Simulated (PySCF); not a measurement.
ErSi: from constants to spectrum

ROHF constants of ErSi, quintet, about 12.0 electrons in the 4f shell (Mulliken), real f orbitals that mix terms (Er x2c-TZVPall, Si x2c-TZVPall; spin-free X2C with a Gaussian nucleus (PySCF 2.14); masses 165.9303 and 27.9769 u):

```
ωe              : 135.2 cm⁻¹
ωexe            : 1.79 cm⁻¹
Be              : 0.073311 cm⁻¹
αe              : 0.000913 cm⁻¹
D (centrifugal) : 8.62e-08 cm⁻¹
```

Give the vibrational terms G(v) and spacings up to v = 3.

G(v) = ωe(v+½) − ωexe(v+½)².

```tsv
v	G(v) (cm⁻¹)	G(v) − G(v−1)	Bv (cm⁻¹)
0	67		0.07285
1	199	132	0.07194
2	327	128	0.07103
3	451	124	0.07012
```

These are scalar-relativistic numbers at best; spin–orbit coupling would shift them, the dissociation energy most. UHF is strongly spin-contaminated for ErSi, so the ROHF reference used there is far from stable. Hartree–Fock leaves out correlation, which carries a large part of most bond energies and some tenths to 1 eV of ionisation energies. The state is the lowest single determinant that the PBE0 search found; with open d or f shells the true ground state can be another one.
